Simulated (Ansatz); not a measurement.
Ansatz (a program for electronic structure) input (B3LYP/6-31G*):

Ansatz 0.2 input:
```yaml
crystal:
  periodic: [false, false, false]
  atoms:
    - {symbol: C, position_ang: [1.16885375, -0.10950590, -0.43063029]}
    - {symbol: N, position_ang: [0.63418561, -1.24573793, -0.50958111]}
    - {symbol: C, position_ang: [-0.68183701, -1.23077619, -0.04992826]}
    - {symbol: C, position_ang: [-1.11608518, -0.01509778, 0.38335683]}
    - {symbol: S, position_ang: [0.16754312, 1.17164929, 0.21444525]}
    - {symbol: H, position_ang: [-1.25998995, -2.14655484, -0.06252943]}
    - {symbol: H, position_ang: [-2.08558861, 0.25261082, 0.78168362]}
basis:
  gaussian:
    orbitals: 6-31G*
hamiltonian:
  xc: {name: B3LYP}
magnetization: {spin_polarized: true, initial_magnetization: 1}
phonons: {temperatures: {t_min: 298.15, t_max: 298.15, t_step: 100}}
```

Output:

```
Functional definition: B3LYP
integrals: 0.03 GiB planned
899 factors; integrals over basis functions are off by at most 4.2e-4 eV
mean field: 0.46 GiB planned
mean field evaluation 1: about -15459.9393 eV, gradient 3.5e1 eV
mean field evaluation 2: about -15438.4116 eV, gradient 7.4e1 eV
mean field evaluation 4: about -15465.7301 eV, gradient 5.1e0 eV
mean field evaluation 8: about -15465.8832 eV, gradient 4.3e-1 eV
mean field evaluation 16: about -15465.8851 eV, gradient 1.8e-3 eV
mean field -15465.88505249 eV, -568.3607925258 hartree, gradient 6.1e-5 eV, S^2 0.756741; 0 other end points of the search recorded, 0 dependent functions left out
the calculation of the forces begins
reference -15465.88524789 eV, -568.3607997064 hartree; 22, 21 occupied and 61, 62 virtual orbitals, 899 factors
these checks for a lower state are left out or cut short: stability, starts, cluster_reference, orbital_swaps, neighbouring_geometries, increment
integrals: 0.03 GiB planned
899 factors; integrals over basis functions are off by at most 4.2e-4 eV
mean field: 0.46 GiB planned
mean field -15465.88494875 eV, -568.3607887134 hartree, gradient 2.0e-6 eV, S^2 0.756773; 0 other end points of the search recorded, 0 dependent functions left out
the calculation of the forces begins
reference -15465.88514419 eV, -568.3607958954 hartree; 22, 21 occupied and 61, 62 virtual orbitals, 899 factors
these checks for a lower state are left out or cut short: stability, starts, cluster_reference, orbital_swaps, neighbouring_geometries, increment
integrals: 0.03 GiB planned
899 factors; integrals over basis functions are off by at most 4.2e-4 eV
mean field: 0.46 GiB planned
mean field evaluation 32: about -15465.8604 eV, gradient 1.2e-1 eV
mean field -15465.88494868 eV, -568.3607887108 hartree, gradient 1.8e-6 eV, S^2 0.756709; 0 other end points of the search recorded, 0 dependent functions left out
the calculation of the forces begins
reference -15465.88514404 eV, -568.3607958900 hartree; 22, 21 occupied and 61, 62 virtual orbitals, 899 factors
these checks for a lower state are left out or cut short: stability, starts, cluster_reference, orbital_swaps, neighbouring_geometries, increment
integrals: 0.03 GiB planned
899 factors; integrals over basis functions are off by at most 4.2e-4 eV
mean field: 0.46 GiB planned
mean field -15465.88495046 eV, -568.3607887760 hartree, gradient 1.7e-6 eV, S^2 0.756780; 0 other end points of the search recorded, 0 dependent functions left out
the calculation of the forces begins
reference -15465.88514586 eV, -568.3607959570 hartree; 22, 21 occupied and 61, 62 virtual orbitals, 899 factors
these checks for a lower state are left out or cut short: stability, starts, cluster_reference, orbital_swaps, neighbouring_geometries, increment
integrals: 0.03 GiB planned
899 factors; integrals over basis functions are off by at most 4.2e-4 eV
mean field: 0.46 GiB planned
mean field -15465.88495122 eV, -568.3607888041 hartree, gradient 2.1e-6 eV, S^2 0.756702; 0 other end points of the search recorded, 0 dependent functions left out
the calculation of the forces begins
reference -15465.88514661 eV, -568.3607959844 hartree; 22, 21 occupied and 61, 62 virtual orbitals, 899 factors
these checks for a lower state are left out or cut short: stability, starts, cluster_reference, orbital_swaps, neighbouring_geometries, increment
integrals: 0.03 GiB planned
899 factors; integrals over basis functions are off by at most 4.2e-4 eV
mean field: 0.46 GiB planned
mean field -15465.88491717 eV, -568.3607875528 hartree, gradient 2.9e-6 eV, S^2 0.756695; 0 other end points of the search recorded, 0 dependent functions left out
the calculation of the forces begins
reference -15465.88511255 eV, -568.3607947326 hartree; 22, 21 occupied and 61, 62 virtual orbitals, 899 factors
these checks for a lower state are left out or cut short: stability, starts, cluster_reference, orbital_swaps, neighbouring_geometries, increment
integrals: 0.03 GiB planned
899 factors; integrals over basis functions are off by at most 4.2e-4 eV
mean field: 0.46 GiB planned
mean field evaluation 64: about -15465.8849 eV, gradient 1.8e-6 eV
mean field -15465.88491456 eV, -568.3607874568 hartree, gradient 1.8e-6 eV, S^2 0.756788; 0 other end points of the search recorded, 0 dependent functions left out
the calculation of the forces begins
reference -15465.88510998 eV, -568.3607946382 hartree; 22, 21 occupied and 61, 62 virtual orbitals, 899 factors
these checks for a lower state are left out or cut short: stability, starts, cluster_reference, orbital_swaps, neighbouring_geometries, increment
integrals: 0.03 GiB planned
899 factors; integrals over basis functions are off by at most 4.2e-4 eV
mean field: 0.46 GiB planned
[...]
mean field evaluation 128: about -15465.8850 eV, gradient 1.4e-6 eV
mean field -15465.88495146 eV, -568.3607888130 hartree, gradient 1.4e-6 eV, S^2 0.756722; 0 other end points of the search recorded, 0 dependent functions left out
the calculation of the forces begins
reference -15465.88514686 eV, -568.3607959937 hartree; 22, 21 occupied and 61, 62 virtual orbitals, 899 factors
these checks for a lower state are left out or cut short: stability, starts, cluster_reference, orbital_swaps, neighbouring_geometries, increment
integrals: 0.03 GiB planned
899 factors; integrals over basis functions are off by at most 4.2e-4 eV
mean field: 0.46 GiB planned
mean field -15465.88499613 eV, -568.3607904546 hartree, gradient 1.6e-6 eV, S^2 0.756726; 0 other end points of the search recorded, 0 dependent functions left out
the calculation of the forces begins
reference -15465.88519153 eV, -568.3607976351 hartree; 22, 21 occupied and 61, 62 virtual orbitals, 899 factors
these checks for a lower state are left out or cut short: stability, starts, cluster_reference, orbital_swaps, neighbouring_geometries, increment
integrals: 0.03 GiB planned
899 factors; integrals over basis functions are off by at most 4.2e-4 eV
mean field: 0.46 GiB planned
mean field -15465.88499415 eV, -568.3607903815 hartree, gradient 1.8e-6 eV, S^2 0.756756; 0 other end points of the search recorded, 0 dependent functions left out
the calculation of the forces begins
reference -15465.88518954 eV, -568.3607975623 hartree; 22, 21 occupied and 61, 62 virtual orbitals, 899 factors
these checks for a lower state are left out or cut short: stability, starts, cluster_reference, orbital_swaps, neighbouring_geometries, increment
integrals: 0.03 GiB planned
899 factors; integrals over basis functions are off by at most 4.2e-4 eV
mean field: 0.46 GiB planned
mean field -15465.88500463 eV, -568.3607907669 hartree, gradient 1.3e-6 eV, S^2 0.756754; 0 other end points of the search recorded, 0 dependent functions left out
the calculation of the forces begins
reference -15465.88520004 eV, -568.3607979479 hartree; 22, 21 occupied and 61, 62 virtual orbitals, 899 factors
these checks for a lower state are left out or cut short: stability, starts, cluster_reference, orbital_swaps, neighbouring_geometries, increment
integrals: 0.03 GiB planned
899 factors; integrals over basis functions are off by at most 4.2e-4 eV
mean field: 0.46 GiB planned
mean field -15465.88500358 eV, -568.3607907282 hartree, gradient 1.8e-6 eV, S^2 0.756728; 0 other end points of the search recorded, 0 dependent functions left out
the calculation of the forces begins
reference -15465.88519896 eV, -568.3607979084 hartree; 22, 21 occupied and 61, 62 virtual orbitals, 899 factors
these checks for a lower state are left out or cut short: stability, starts, cluster_reference, orbital_swaps, neighbouring_geometries, increment
integrals: 0.03 GiB planned
899 factors; integrals over basis functions are off by at most 4.2e-4 eV
mean field: 0.46 GiB planned
mean field evaluation 160: about -15465.8850 eV, gradient 2.4e-6 eV
mean field -15465.88501253 eV, -568.3607910571 hartree, gradient 2.4e-6 eV, S^2 0.756740; 0 other end points of the search recorded, 0 dependent functions left out
the calculation of the forces begins
reference -15465.88520791 eV, -568.3607982372 hartree; 22, 21 occupied and 61, 62 virtual orbitals, 899 factors
these checks for a lower state are left out or cut short: stability, starts, cluster_reference, orbital_swaps, neighbouring_geometries, increment
integrals: 0.03 GiB planned
899 factors; integrals over basis functions are off by at most 4.2e-4 eV
mean field: 0.46 GiB planned
mean field -15465.88501079 eV, -568.3607909931 hartree, gradient 1.9e-6 eV, S^2 0.756742; 0 other end points of the search recorded, 0 dependent functions left out
the calculation of the forces begins
reference -15465.88520620 eV, -568.3607981742 hartree; 22, 21 occupied and 61, 62 virtual orbitals, 899 factors
these checks for a lower state are left out or cut short: stability, starts, cluster_reference, orbital_swaps, neighbouring_geometries, increment
integrals: 0.03 GiB planned
899 factors; integrals over basis functions are off by at most 4.2e-4 eV
mean field: 0.46 GiB planned
mean field -15465.88500391 eV, -568.3607907402 hartree, gradient 2.1e-6 eV, S^2 0.756740; 0 other end points of the search recorded, 0 dependent functions left out
the calculation of the forces begins
reference -15465.88519929 eV, -568.3607979204 hartree; 22, 21 occupied and 61, 62 virtual orbitals, 899 factors
these checks for a lower state are left out or cut short: stability, starts, cluster_reference, orbital_swaps, neighbouring_geometries, increment
integrals: 0.03 GiB planned
899 factors; integrals over basis functions are off by at most 4.2e-4 eV
mean field: 0.46 GiB planned
mean field -15465.88500493 eV, -568.3607907779 hartree, gradient 1.9e-6 eV, S^2 0.756741; 0 other end points of the search recorded, 0 dependent functions left out
the calculation of the forces begins
reference -15465.88520034 eV, -568.3607979589 hartree; 22, 21 occupied and 61, 62 virtual orbitals, 899 factors
these checks for a lower state are left out or cut short: stability, starts, cluster_reference, orbital_swaps, neighbouring_geometries, increment
integrals: 0.03 GiB planned
899 factors; integrals over basis functions are off by at most 4.2e-4 eV
mean field: 0.46 GiB planned
mean field -15465.88494402 eV, -568.3607885394 hartree, gradient 1.9e-6 eV, S^2 0.756741; 0 other end points of the search recorded, 0 dependent functions left out
the calculation of the forces begins
reference -15465.88513941 eV, -568.3607957197 hartree; 22, 21 occupied and 61, 62 virtual orbitals, 899 factors
these checks for a lower state are left out or cut short: stability, starts, cluster_reference, orbital_swaps, neighbouring_geometries, increment
integrals: 0.03 GiB planned
899 factors; integrals over basis functions are off by at most 4.3e-4 eV
mean field: 0.46 GiB planned
mean field evaluation 192: about -15465.8849 eV, gradient 1.8e-6 eV
mean field -15465.88494543 eV, -568.3607885912 hartree, gradient 1.8e-6 eV, S^2 0.756741; 0 other end points of the search recorded, 0 dependent functions left out
the calculation of the forces begins
reference -15465.88514083 eV, -568.3607957721 hartree; 22, 21 occupied and 61, 62 virtual orbitals, 899 factors
these checks for a lower state are left out or cut short: stability, starts, cluster_reference, orbital_swaps, neighbouring_geometries, increment
integrals: 0.03 GiB planned
899 factors; integrals over basis functions are off by at most 4.2e-4 eV
mean field: 0.46 GiB planned
mean field -15465.88503941 eV, -568.3607920449 hartree, gradient 2.4e-6 eV, S^2 0.756741; 0 other end points of the search recorded, 0 dependent functions left out
the calculation of the forces begins
reference -15465.88523481 eV, -568.3607992258 hartree; 22, 21 occupied and 61, 62 virtual orbitals, 899 factors
these checks for a lower state are left out or cut short: stability, starts, cluster_reference, orbital_swaps, neighbouring_geometries, increment
integrals: 0.03 GiB planned
899 factors; integrals over basis functions are off by at most 4.2e-4 eV
mean field: 0.46 GiB planned
mean field -15465.88503892 eV, -568.3607920269 hartree, gradient 2.5e-6 eV, S^2 0.756741; 0 other end points of the search recorded, 0 dependent functions left out
the calculation of the forces begins
reference -15465.88523431 eV, -568.3607992073 hartree; 22, 21 occupied and 61, 62 virtual orbitals, 899 factors
Total energy: -15465.88524789 eV, -568.3607997064 hartree
Atom 0 at     1.168854    -0.109506    -0.430630 Å, force    -0.000047    -0.000284    -0.000050 eV/Å
Atom 1 at     0.634186    -1.245738    -0.509581 Å, force     0.000291     0.000486     0.000012 eV/Å
Atom 2 at    -0.681837    -1.230776    -0.049928 Å, force    -0.000719    -0.000314     0.000176 eV/Å
Atom 3 at    -1.116085    -0.015098     0.383357 Å, force    -0.000131     0.000008     0.000047 eV/Å
Atom 4 at     0.167543     1.171649     0.214445 Å, force     0.000354     0.000224    -0.000071 eV/Å
Atom 5 at    -1.259990    -2.146555    -0.062529 Å, force     0.000313    -0.000259    -0.000169 eV/Å
Atom 6 at    -2.085589     0.252611     0.781684 Å, force    -0.000061     0.000139     0.000053 eV/Å
Dipole moment:    -0.401954     0.122605     0.167847 e Å
Vibrations: 438.00 551.58 569.43 683.56 741.94 758.02 851.17 878.03 1064.82 1156.92 1316.57 1512.41 1661.58 3249.06 3277.44 cm⁻¹, zero-point energy 1.159905 eV
```

The blocks after the first are displaced geometries, from whose forces the wavenumbers follow.
